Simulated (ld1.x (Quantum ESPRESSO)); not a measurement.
u(r) = r·R(r): atom against pseudo-atom (chlorine (Cl))

Columns: radius, all-electron u(r) and pseudo u(r) of the 3p shell (level -19.52 eV) of chlorine in the configuration [Ne] 3s2 3p4; LDA (PZ), non-relativistic, TM scheme, ld1.x (Quantum ESPRESSO) 7.5.

```tsv
r (bohr)	all-electron	pseudo
0.068	0.1252	-0.0050
0.135	0.2883	-0.0195
0.202	0.3776	-0.0432
0.270	0.3843	-0.0762
0.338	0.3262	-0.1175
0.405	0.2283	-0.1653
0.473	0.1066	-0.2199
0.540	-0.0217	-0.2785
0.608	-0.1509	-0.3415
0.675	-0.2709	-0.4054
0.742	-0.3802	-0.4695
0.810	-0.4781	-0.5329
0.878	-0.5622	-0.5930
0.945	-0.6316	-0.6472
1.013	-0.6888	-0.6955
1.080	-0.7332	-0.7355
1.148	-0.7669	-0.7674
1.215	-0.7902	-0.7903
1.283	-0.8049	-0.8049
1.350	-0.8117	-0.8117
1.418	-0.8120	-0.8120
1.485	-0.8066	-0.8066
1.553	-0.7964	-0.7964
1.620	-0.7824	-0.7824
1.688	-0.7650	-0.7650
1.755	-0.7453	-0.7453
```

(1) How many radial nodes do the two functions have?

(2) At about which radius was the pseudo-wave matched?

(3) Is the pseudo-wave norm-conserving?

## Answers

(1) The all-electron 3p function has n − l − 1 = 1; the pseudo-wave has 0, since the states of the same l below it are removed with the core.

(2) 1.35 bohr. The columns agree to 0.0005 from 1.15 bohr on; several derivatives are matched, so the curves merge somewhat inside the radius.

(3) Yes: the TM scheme keeps the norm inside the radius equal to the all-electron one, which fixes the energy derivative of the logarithmic derivative at the level.
